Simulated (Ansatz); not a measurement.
Relaxation of CH₇AlOS (11 atoms, charge 0, multiplicity 1), to a largest force component of 0.03 eV/Å in at most 50 steps.

Theory: RKS PBE0-D4/def2-SVP (Ansatz 0.2.0).

```xyz
11
Properties=species:S:1:pos:R:3
Al -1.436 -0.898 0.065
S 1.647 -1.538 1.702
H -1.710 -2.402 -0.315
H -2.243 -0.013 1.102
H 1.461 -0.930 0.500
O -0.124 -0.090 -0.890
C 0.141 1.263 -1.084
H 1.581 -0.368 2.374
H 0.152 1.846 -0.141
H -0.600 1.743 -1.753
H 1.131 1.386 -1.561
```

Q: Where does it end, and by what steps?

A: The forces met the threshold. The force dipped under the threshold on the way, but the program's further checks kept it going. After 21 steps the energy has fallen by 0.412 eV; H5 moved furthest, 0.90 Å. Joined: Al1–S2 (3.55 → 2.61 Å).

```csv
step,energy less start (eV),largest force component (eV/Å),accepted
0,0.0000,1.546,yes
1,-0.1512,0.860,yes
2,-0.2545,0.659,yes
3,-0.3425,0.352,yes
4,-0.3559,0.425,yes
5,-0.3707,0.280,yes
6,-0.3797,0.227,yes
7,-0.3849,0.260,yes
8,-0.3906,0.064,yes
9,-0.3951,0.104,yes
10,-0.3902,0.420,no
11,-0.4002,0.118,yes
12,-0.4021,0.191,yes
13,-0.4040,0.139,yes
14,-0.4077,0.029,yes
15,-0.4053,0.247,no
16,-0.4093,0.051,yes
17,-0.4098,0.083,yes
18,-0.4105,0.061,yes
19,-0.4107,0.049,yes
20,-0.4114,0.050,yes
21,-0.4117,0.026,yes
```

```xyz
11
Properties=species:S:1:pos:R:3
Al -1.083 -0.858 0.262
S 1.000 -1.527 1.691
H -1.436 -2.350 -0.155
H -1.862 -0.047 1.397
H 1.749 -1.778 0.594
O -0.244 0.053 -0.935
C 0.027 1.396 -1.123
H 1.507 -0.281 1.834
H -0.467 2.053 -0.376
H -0.307 1.736 -2.122
H 1.115 1.603 -1.066
```

Time of the run: 32 s on 2 threads of Intel(R) Xeon(R) 6975P-C (Granite Rapids), on a shared host, peak memory 0.22 GiB.
